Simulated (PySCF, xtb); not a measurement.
trichloro(chlorosilyl)silane (Cl4H2Si2), SMILES Cl[SiH2][Si](Cl)(Cl)Cl. One conformer was computed; it need not be the lowest.

Harmonic wavenumbers (cm⁻¹) from GFN2-xTB in xtb 6.7.1 at its own minimum, in rising order: 15, 61, 84, 112, 144, 151, 184, 329, 421, 476, 481, 484, 553, 573, 681, 780, 2239, 2259.

### Question
What does PySCF with PBE-D3(BJ)/def2-SVP give at its own minimum? (Estimate from the structure and the level; the computed values follow.)

### Answer
35, 53, 94, 128, 166, 175, 209, 356, 468, 520, 561, 590, 590, 666, 792, 892, 2171, 2188. Paired by order, the mean absolute difference is 51 cm⁻¹ and the zero-point energies are 14.3 and 15.2 kcal/mol.
